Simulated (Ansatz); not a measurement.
CH4ClNOSi can be A, `N[Si@H]1O[C@H]1Cl`, or B, `O/C(Cl)=N/[SiH3]`.

Computed with Ansatz on PBE0-D4/def2-TZVP structures; ΔE is electronic, products minus reactants. CCSD(T)/CBS adds triple-zeta CCSD(T) − MP2 to the extrapolated MP2 energy (def2 sets, frozen cores). Functionals use def2-TZVPP. Each species was taken in one conformer, which may not be the lowest.

A:

```xyz
9

N     1.399    0.605    0.542
Si    0.375   -0.543   -0.132
O    -1.041   -0.986    0.624
C    -1.342   -0.167   -0.533
Cl   -1.999    1.432   -0.119
H     1.067    1.461    0.953
H     2.390    0.467    0.633
H     1.171   -1.627   -0.733
H    -2.021   -0.641   -1.234
```

B:

```xyz
9

O     0.1212    1.2245    2.1301
C     0.3397    0.5085    1.0300
Cl    2.0154    0.0073    1.0180
N    -0.5102    0.2462    0.1634
Si   -0.3173   -0.6727   -1.2947
H    -0.8118    1.4812    2.0993
H     0.6548   -0.0085   -2.2016
H    -1.6419   -0.7363   -1.9545
H     0.1502   -2.0501   -0.9901
```

(1) Which is lower in electronic energy at CCSD(T)/CBS, and by how much? (Estimate.)

(2) Give E(B) − E(A) in kcal/mol with MP2/def2-TZVPP, LDA (SPW92), PBE0-D4, HF/def2-TZVPP, CCSD(T)/def2-TZVPP, r2SCAN-D4, CCSD(T)/def2-SVP. (An estimate is asked.)

(3) Does the order hold for the free energy at 298.15 K (harmonic terms from PBE0-D4)? (Best estimate.)

Largest T1 diagnostic: 0.013.

Answers

(1) The calculation gave: A, by 11.4 kcal/mol.

(2) Ansatz gave: MP2/def2-TZVPP 10.2, LDA (SPW92) 9.7, PBE0-D4 9.3, HF/def2-TZVPP 4.1, CCSD(T)/def2-TZVPP 8.8, r2SCAN-D4 8.8, CCSD(T)/def2-SVP -3.6. The order is the other way round with CCSD(T)/def2-SVP.

(3) Ansatz gave: Yes: G(B) − G(A) = +8.0 kcal/mol, for one conformer each. Modes under 60 cm⁻¹, often nearly free rotors, make the harmonic entropy too high.

At CCSD(T), def2-SVP lies −15.0 kcal/mol from the extrapolated value and def2-TZVPP −2.5 kcal/mol. Leaving LDA and LC-ωPBE aside and taking each functional with its dispersion term where it has one, the values, not all of them listed here, spread over 4.9 kcal/mol, from BLYP-D4 to PBE-QIDH. LDA lies +1.7 kcal/mol from PBE without D4.
